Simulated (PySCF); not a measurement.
Compound: C4H7NOSi.
SMILES with atom numbers: `[CH3:1][c:2]1[cH:3][n:4][o:5][c:6]1[SiH3:7]` (hydrogens: H8, H9, H10 on C1; H11 on C3; H12, H13, H14 on Si7)

Cartesian coordinates in Å at the GFN2-xTB level; atoms count from 1:
```xyz
14
C4H7NOSi angstrom
C     -1.2085   -1.3199    0.2017
C     -0.7696    0.0901    0.0437
C     -1.5857    1.2468    0.0238
N     -0.8688    2.3259   -0.1205
O      0.4215    1.9343   -0.1993
C      0.5019    0.5929   -0.1036
Si     2.2254   -0.1475   -0.1688
H     -1.4161   -1.5355    1.2499
H     -2.1201   -1.4966   -0.3661
H     -0.4340   -2.0001   -0.1425
H     -2.6521    1.3127    0.1070
H      3.0003    0.5997   -1.1546
H      2.0849   -1.5523   -0.5579
H      2.8203   -0.0508    1.1649
```

Computed with PySCF, TDDFT CAM-B3LYP/def2-SVPD, vertical, gas phase, core orbitals frozen in the response.

Transition dipole moments from the ground state, in atomic units and in the frame of the coordinates above (overall signs are arbitrary), for the states with f of 0.002 or more among the lowest 7:

```tsv
state	E (hartree)	μx	μy	μz
S1	0.2208	-1.133	0.360	0.042
S2	0.2285	0.079	-0.033	-0.175
S3	0.2536	-0.094	0.107	-0.041
S4	0.2547	0.276	-0.358	0.021
S5	0.2737	0.092	0.112	0.017
S6	0.2803	-0.032	-0.055	0.165
S7	0.2873	0.102	0.169	0.008
```

Problem. What oscillator strength does each state have?

Solution. f = (2/3) ΔE |μ|² with ΔE in hartree (27.2114 eV).

```
state  |μ|² (au)  |μ| (D)      f
   S1      1.416     3.02  0.208
   S2      0.038     0.49  0.006
   S3      0.022     0.38  0.004
   S4      0.205     1.15  0.035
   S5      0.021     0.37  0.004
   S6      0.031     0.45  0.006
   S7      0.039     0.50  0.007
```

Problem. What angle do the transition dipoles of S1 and S4 make?

Solution. |cos θ| = |μa·μb| / (|μa| |μb|) = 0.82, so θ ≈ 35° (taken between 0 and 90°, since the signs are arbitrary).

Problem. What peak molar absorption coefficient would the strongest computed level give as a lone Gaussian band 0.5 eV wide at half height?

Solution. ε(max) = 2.175×10⁸ f / FWHM, with the width in cm⁻¹. S1: 2.175×10⁸ × 0.2084 / 4033 ≈ 11000 L mol⁻¹ cm⁻¹.

Hardware: one thread, Intel Xeon at 2.70 GHz (x86_64), no GPU (shared host). Cost: 79 s, 0.92 GiB resident at most.
